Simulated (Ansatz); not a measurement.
Consider the formal exchange of groups at the Se–C bond: `NC#C[SeH]` + `N=C(N)[SiH2]Cl` → `N=C([SeH])[SiH2]Cl` + `NC#CN`.

Calculated with Ansatz (gas phase, PBE0-D4/def2-TZVP geometries, no zero-point term in ΔE). CCSD(T)/CBS is the MP2 limit (def2-TZVPP, def2-QZVPP) plus CCSD(T) − MP2 in def2-TZVPP, frozen cores. DFT in def2-TZVPP. For Se outer-core shells are correlated without core-valence functions, which leaves a few kJ/mol of doubt a bond. Scalar relativity is left out up to krypton. One conformer a species, not always the lowest.

`NC#C[SeH]`:

```xyz
7

N     0.962    0.626    1.264
C     0.190    0.223    0.258
C    -0.494   -0.214   -0.641
Se   -1.574   -0.620   -2.035
H     1.831    1.079    1.033
H     0.506    0.993    2.084
H    -1.421   -2.087   -1.962
```

`N=C(N)[SiH2]Cl`:

Cartesian coordinates in Å:
```
N 0.326 -0.984 -1.360
C 0.123 -0.479 -0.205
N 0.159 -1.076 1.010
Si -0.253 1.358 -0.384
Cl -0.612 2.163 1.493
H 0.542 -1.983 -1.341
H -0.056 -0.552 1.839
H 0.334 -2.063 1.101
H -1.472 1.552 -1.195
H 0.910 2.064 -0.959
```

`N=C([SeH])[SiH2]Cl`:

```xyz
9

N    -1.096    0.917   -1.346
C    -0.617    0.572   -0.231
Se   -1.329    1.427    1.335
Si    0.737   -0.701    0.101
Cl    1.323   -1.455   -1.714
H    -0.653    0.408   -2.113
H    -0.466    0.688    2.272
H     1.894   -0.055    0.758
H     0.207   -1.801    0.938
```

`NC#CN`:

Cartesian coordinates in Å:
```
N 1.397 0.901 -1.015
C 0.447 0.295 -0.286
C -0.426 -0.198 0.384
N -1.363 -0.736 1.181
H 2.333 0.882 -0.642
H 1.369 0.750 -2.011
H -2.188 -0.180 1.345
H -1.569 -1.713 1.044
```

| level | ΔE (kJ/mol) |
| --- | --- |
| r2SCAN | 46.8 |
| SCS-MP2/def2-TZVPP | 49.3 |

(1) What does CCSD(T)/CBS give? (An estimate is asked.)

Largest T1 diagnostic among the species: 0.013.

## Answers

(1) Computed: +42.8 kJ/mol. The listed levels differ from it by 4.0, 6.5 kJ/mol.

In def2-TZVPP, CCSD(T) changes the Hartree–Fock value by −8.3 kJ/mol (the triples alone add −0.7 kJ/mol) and MP2 by −4.6 kJ/mol. The D4 term adds −3.1 kJ/mol with B3LYP and −1.6 kJ/mol with PBE0; it sums over pairs of atoms, weighted by their polarisabilities, and B3LYP, whose exchange is more repulsive, gets the larger term.

B3LYP here is the variant with VWN-RPA as its local correlation; programs differ in this.
